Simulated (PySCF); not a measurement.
# Magnetisability: `InChI=1S/C3H3ClO2S/c1-2-3-7(4,5)6/h1H,3H2`

Molfile (atoms numbered from 1):
```
C3H3ClO2S
     RDKit          3D

 10  9  0  0  0  0  0  0  0  0999 V2000
    1.9273    1.1586   -0.2387 C   0  0  0  0  0  0  0  0  0  0  0  0
    1.1697    0.2480   -0.4102 C   0  0  0  0  0  0  0  0  0  0  0  0
    0.2153   -0.7993   -0.5855 C   0  0  0  0  0  0  0  0  0  0  0  0
   -1.2916   -0.2558    0.2751 S   0  0  0  0  0  6  0  0  0  0  0  0
   -1.0028    0.0968    1.6240 O   0  0  0  0  0  0  0  0  0  0  0  0
   -2.3548   -1.1691    0.0082 O   0  0  0  0  0  0  0  0  0  0  0  0
   -1.7058    1.4663   -0.7261 Cl  0  0  0  0  0  0  0  0  0  0  0  0
    2.6037    1.9474   -0.0942 H   0  0  0  0  0  0  0  0  0  0  0  0
    0.5117   -1.7290   -0.1051 H   0  0  0  0  0  0  0  0  0  0  0  0
   -0.0638   -0.9594   -1.6230 H   0  0  0  0  0  0  0  0  0  0  0  0
  1  2  3  0
  2  3  1  0
  3  4  1  0
  4  5  2  0
  4  6  2  0
  4  7  1  0
  1  8  1  0
  3  9  1  0
  3 10  1  0
M  END
```

Method: GIAO BHandHLYP/pcSseg-1 magnetisability, rotational g tensor and spin-rotation constants, non-relativistic, gas phase (PySCF 2.14.0). Geometry: GFN2-xTB.

Question: How diamagnetic is it, and how anisotropic?

Answer: Isotropic -1147 × 10⁻³⁰ J/T², or -69.1 × 10⁻⁶ cm³/mol; principal values -1221, -1128, -1092 × 10⁻³⁰ J/T², anisotropy 115 × 10⁻³⁰ J/T² (root of half the summed squared differences of the principal values). The susceptibility is in cgs units.

Question: Split it along the inertial axes a, b, c into diamagnetic and paramagnetic parts about the centre of mass, with the quadrupole moment.

Answer: 
| axis | χ (10⁻⁶ cm³/mol) | diamagnetic (10⁻⁶ cm³/mol) | paramagnetic (10⁻⁶ cm³/mol) | summed x² of all electrons (Å²) | quadrupole Θ (D Å) |
| --- | --- | --- | --- | --- | --- |
| a | -67.8 | -511.3 | 443.5 | 141.0 | +0.11 |
| b | -73.3 | -777.2 | 703.9 | 78.3 | +2.66 |
| c | -66.1 | -930.3 | 864.2 | 42.2 | -2.77 |

Anisotropies 2χaa − χbb − χcc = +3.8 and 2χbb − χaa − χcc = -12.8 × 10⁻⁶ cm³/mol. Θ is traceless in Buckingham's convention.

Question: And the rotational g tensor?

Answer: 
| axis | rotational constant (GHz) | g | nuclear part | electronic part |
| --- | --- | --- | --- | --- |
| a | 2.6771 | -0.0343 | 0.5234 | -0.5577 |
| b | 1.6767 | -0.0183 | 0.5361 | -0.5544 |
| c | 1.3381 | -0.0172 | 0.5261 | -0.5433 |

Asymmetric top; isotopes 12C, 35Cl, 1H, 16O, 32S; no vibrational averaging.
